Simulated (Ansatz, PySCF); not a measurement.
System: CTe2, charge 0, multiplicity 1. SMILES: [Te]=C=[Te]
Geometry: optimised at B3LYP-D3(BJ)/def2-TZVP (Ansatz, a quantum-chemistry and plane-wave program).

Property: atomisation energy (electronic, to ground-state atoms), in kcal/mol. Cores are frozen in the correlated levels unless marked. Open shells are spin-unrestricted. Spin-orbit coupling is left out. The frozen core is the preceding noble-gas configuration, with the filled d and f shells of earlier blocks. In def2 rows, elements after Kr have scalar-relativistic effective core potentials. The coupled-cluster limit lacks core correlation, which all-electron functionals hold. CBS marks a two-point X^-3 extrapolation of the correlation energy; Hartree-Fock from the larger set.

| level | program | atomisation energy (kcal/mol) | minus last row | rough core time |
|---|---|---|---|---|
| HF/def2-SVP | Ansatz | 67.5 | -120.3 | - |
| BLYP-D3(BJ)/def2-TZVPD | Ansatz + dftd3 | 205.1 | 17.3 | under 20 s |
| TPSS-D3(BJ)/def2-TZVPD | PySCF + dftd3 | 204.3 | 16.5 | - |
| B3LYP/def2-TZVPD | Ansatz | 187.7 | -0.1 | under 20 s |
| CAM-B3LYP-D4/def2-TZVPD | Ansatz + dftd4 | 180.1 | -7.7 | under 20 s |
| B2GP-PLYP/def2-TZVPD | Ansatz | 188.8 | 1.0 | under 20 s |
| SCS-MP2/def2-SVP | Ansatz | 169.4 | -18.4 | - |
| CCSD(T)/def2-TZVPP | Ansatz | 178.9 | -8.9 | under 20 s |
| CCSD(T)/CBS(def2-TZVPP,def2-QZVPP) | Ansatz | 188.2 | 0.4 | 80 s |
| CCSD(T)/CBS(def2-TZVPPD,def2-QZVPPD) | Ansatz | 187.8 | 0.0 | 110 s |

Core times are rough, on shared machines, summed over the molecules involved; a dash marks a level read off another run, or run on other hardware, by another program or under a memory cap.

The Hartree-Fock reference is unstable (checked in the largest basis), which strains HF and MP2. The T1 diagnostic of CCSD in the largest basis is 0.028, which is high, so the coupled-cluster rows are less sure than usual.
